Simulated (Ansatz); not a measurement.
The cluster Be2F3, relaxed as a doublet with UKS r2SCAN-D4/def2-TZVP in Ansatz, starting from the GFN1-xTB geometry. Force threshold 0.02 eV/Å.

The relaxation made no stability test and no search for a lower SCF solution. Another isomer (doublet) lies 1.62 eV lower at PBE0-D4/def2-TZVP; other spin states weren't run for this one.

Start:

Cartesian coordinates in Å:
```
Be 0.5251 -0.7379 0.2390
Be -0.5262 0.7387 -0.2392
F -0.4657 0.0657 1.2231
F -0.6170 -0.7287 -0.8998
F 1.0838 0.6621 -0.3231
```

```json
{"step": "1", "energy (eV)": "-8957.6071", "largest force component (eV/Å)": "0.237", "SCF passes": "18"}
{"step": "2", "energy (eV)": "-8957.6087", "largest force component (eV/Å)": "0.127", "SCF passes": "25"}
{"step": "3", "energy (eV)": "-8957.6097", "largest force component (eV/Å)": "0.040", "SCF passes": "24"}
{"step": "4", "energy (eV)": "-8957.6098", "largest force component (eV/Å)": "0.001", "SCF passes": "15"}
```

Force components are those of the run's own axes.

End:

```xyz
5

Be    0.519   -0.732    0.237
Be   -0.520    0.733   -0.237
F    -0.466    0.065    1.221
F    -0.615   -0.727   -0.897
F     1.081    0.662   -0.324
```

By distances, no bond broke or formed. The bond that changes most is Be2–F5, from 1.61 to 1.61 Å (atoms count from 1).

No frequencies were taken in this run, so the end may be a saddle point.

It took 7 s on 4 threads of Arm Neoverse V1 on a shared host.
